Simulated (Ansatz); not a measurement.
C2H7B2F can be A, `CBB(C)F`, or B, `BC(B)CF`.

Program: Ansatz. Geometries: PBE0-D4/def2-TZVP. ΔE: electronic, gas phase. CCSD(T)/CBS is the MP2 limit (def2-TZVPP, def2-QZVPP) plus CCSD(T) − MP2 in def2-TZVPP, frozen cores. DFT in def2-TZVPP. B3LYP here is the variant with VWN-RPA as its local correlation; programs differ in this. Each species was taken in one conformer, which may not be the lowest.

**Question.** Which isomer does CCSD(T)/CBS put lower? Give the gap. (Estimate.)

**Answer.** Ansatz gave: A, by 57.1 kcal/mol.

**Question.** Give E(B) − E(A) in kcal/mol with r2SCAN-D4, CCSD/def2-TZVPP, B2PLYP, CCSD(T)/def2-TZVPP, PBE-D4, B3LYP-D4, PBE0-D4. (An estimate is asked.)

**Answer.** The calculation gave: r2SCAN-D4 58.7, CCSD/def2-TZVPP 57.0, B2PLYP 58.0, CCSD(T)/def2-TZVPP 56.8, PBE-D4 58.1, B3LYP-D4 57.7, PBE0-D4 58.0. None reverses the order clearly.

Largest T1 diagnostic: 0.012.

In def2-TZVPP, CCSD(T) changes the Hartree–Fock value by +0.8 kcal/mol (the triples alone add −0.2 kcal/mol) and MP2 by +1.2 kcal/mol. The D4 term adds −0.8 kcal/mol with B3LYP and −0.4 kcal/mol with PBE0; it sums over pairs of atoms, weighted by their polarisabilities, and B3LYP, whose exchange is more repulsive, gets the larger term.
